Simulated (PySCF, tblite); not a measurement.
Isomers of C3H8O2Si. Computed with GFN2-xTB (tblite): harmonic, unscaled wavenumbers at the GFN2-xTB geometry, gas phase. Errors from tens to a few hundred cm⁻¹ against measured bands are possible. Modes of hydrogen on silicon can be 10 to 20 % off. One conformer each.

Electronic energies: PBE0/pcSseg-1 single points on the GFN2-xTB geometries (PySCF, gas phase).

```tsv
SMILES	electronic energy, lowest = 0 (kJ/mol)
CC(=O)CO[SiH3]	99.3
COC[SiH2]C=O	264.2
CO[SiH2]C(C)=O	104.4
CO[Si@@H](C)C=O	97.9
CC(=O)C[SiH2]O	0.0
O=C[SiH2]CCO	209.8
```

How do GFN2-xTB zero-point energies change the relative energies?

```json
{"SMILES": "CC(=O)C[SiH2]O", "ZPE (kJ/mol)": "271.7", "of it from modes above 1550 cm⁻¹": "148.9", "electronic (kJ/mol)": "0.0", "with ZPE, lowest = 0 (kJ/mol)": "0.0", "lowest mode (cm⁻¹)": "63", "rings": "0"}
{"SMILES": "CO[Si@@H](C)C=O", "ZPE (kJ/mol)": "272.8", "of it from modes above 1550 cm⁻¹": "147.8", "electronic (kJ/mol)": "97.9", "with ZPE, lowest = 0 (kJ/mol)": "98.9", "lowest mode (cm⁻¹)": "54", "rings": "0"}
{"SMILES": "CC(=O)CO[SiH3]", "ZPE (kJ/mol)": "265.0", "of it from modes above 1550 cm⁻¹": "140.7", "electronic (kJ/mol)": "99.3", "with ZPE, lowest = 0 (kJ/mol)": "92.6", "lowest mode (cm⁻¹)": "37", "rings": "0"}
{"SMILES": "CO[SiH2]C(C)=O", "ZPE (kJ/mol)": "270.4", "of it from modes above 1550 cm⁻¹": "145.0", "electronic (kJ/mol)": "104.4", "with ZPE, lowest = 0 (kJ/mol)": "103.1", "lowest mode (cm⁻¹)": "31", "rings": "0"}
{"SMILES": "O=C[SiH2]CCO", "ZPE (kJ/mol)": "269.3", "of it from modes above 1550 cm⁻¹": "145.3", "electronic (kJ/mol)": "209.8", "with ZPE, lowest = 0 (kJ/mol)": "207.4", "lowest mode (cm⁻¹)": "41", "rings": "0"}
{"SMILES": "COC[SiH2]C=O", "ZPE (kJ/mol)": "265.6", "of it from modes above 1550 cm⁻¹": "140.6", "electronic (kJ/mol)": "264.2", "with ZPE, lowest = 0 (kJ/mol)": "258.0", "lowest mode (cm⁻¹)": "49", "rings": "0"}
```

The zero-point energies span 7.8 kJ/mol, from `CC(=O)CO[SiH3]` to `CO[Si@@H](C)C=O`. The lowest isomer stays, but the order above it changes.

And how do the electronic energies of GFN2-xTB itself compare?

`CC(=O)C[SiH2]O` 0.0; `CO[Si@@H](C)C=O` 142.2; `CC(=O)CO[SiH3]` 17.7; `CO[SiH2]C(C)=O` 69.8; `O=C[SiH2]CCO` 273.6; `COC[SiH2]C=O` 292.3 kJ/mol, lowest = 0. Against the energies above, taken from the same isomer `CC(=O)C[SiH2]O`, the largest difference is 81.6 kJ/mol.

What do entropy and thermal enthalpy add at 298.15 K and 1 bar (rigid rotor, harmonic oscillator, one conformer each)?

```tsv
SMILES	point group	symmetry number	S (J/(mol K))	H − H(0) (kJ/mol)	ZPE + H − H(0) − TS (kJ/mol)
CC(=O)C[SiH2]O	C1	1	371.5	24.33	185.3
CO[Si@@H](C)C=O	C1	1	399.7	27.34	180.9
O=C[SiH2]CCO	C1	1	380.9	25.12	180.9
COC[SiH2]C=O	Cs	1	394.1	26.18	174.3
```

Not tabulated: `CC(=O)CO[SiH3]` (point group not settled); `CO[SiH2]C(C)=O` (point group not settled).
